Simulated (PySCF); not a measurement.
Sn⁺ (tin, charge +1) across methods

[Kr] 4d10 5s2 5d1, 2D determinant (an excited configuration). Calculation: PySCF 2.14, in x2c-QZVPPall with one added diffuse shell each of s, p, d, f type (14s10p8d5f1g, 128 functions); the spin-free X2C one-electron Hamiltonian (Gaussian nucleus).

| method | E (hartree) | mean ε 5s α (eV) | mean ε 5s β (eV) | mean ε 5d α (eV) | Σ⟨r²⟩ (bohr²) | ⟨S²⟩ |
| --- | --- | --- | --- | --- | --- | --- |
| UHF | -6173.29430 | -23.274 | -23.125 | -6.038 | 67.91 | 0.750 |
| r2SCAN | -6176.02 | -20.257 | -20.309 | -5.077 | 61.97 | 0.751 |
| PBE | -6175.60 | -20.236 | -20.063 | -5.120 | 62.06 | 0.750 |
| LDA | -6170.02 | -20.700 | -20.507 | -5.001 | 62.11 | 0.750 |
| PBE0 | -6175.67 | -21.194 | -21.034 | -5.454 | 62.86 | 0.750 |

The outer electron is Rydberg-like, and this basis confines it to a smaller radius and binds it less than a complete one would.
